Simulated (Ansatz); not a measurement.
Consider the ligand exchange at the Al–N bond: `[AlH2][NH][SiH2][GeH3]` + `C=N` → `C=[N][AlH2]` + `N[SiH2][GeH3]`.

Gas-phase electronic energies from Ansatz, PBE0-D4/def2-TZVP geometries. CBS: MP2 limit from def2 TZ/QZ plus the TZ coupled-cluster correction, frozen cores. This one scheme is used for every species. Functionals use def2-TZVPP. B3LYP here is the variant with VWN-RPA as its local correlation; programs differ in this. For Ge outer-core shells are correlated without core-valence functions, which leaves a few kJ/mol of doubt a bond. Scalar relativity is left out up to krypton. One conformer a species, not always the lowest.

| level | ΔE (kJ/mol) |
| --- | --- |
| PBE0 | 23.2 |
| B3LYP | 19.3 |
| LC-ωPBE | 24.4 |
| HF/def2-TZVPP | 25.0 |

Q: What does CCSD(T)/CBS give? (An estimate is asked.)

A: Ansatz gave: +32.0 kJ/mol. The listed levels differ from it by -8.8, -12.7, -7.6, -7.0 kJ/mol.

Q: What do rigid-rotor, harmonic-oscillator terms from PBE0-D4/def2-TZVP frequencies (298.15 K, 1 bar) make of the CCSD(T)/CBS value? (An estimate is asked.)

A: Ansatz gave: ΔZPE = -2.9 kJ/mol, ΔH = +29.4 kJ/mol, ΔS = 1 J/(mol·K), ΔG = +29.0 kJ/mol. Modes under 50 cm⁻¹ make the entropy rough.

Largest T1 diagnostic among the species: 0.015.

The D4 term adds +4.1 kJ/mol with B3LYP and +2.4 kJ/mol with PBE0; it sums over pairs of atoms, weighted by their polarisabilities, and B3LYP, whose exchange is more repulsive, gets the larger term. From BLYP to BHLYP (50 % exact exchange), in def2-TZVPP and without D4, ΔE moves by +4.9 kJ/mol.
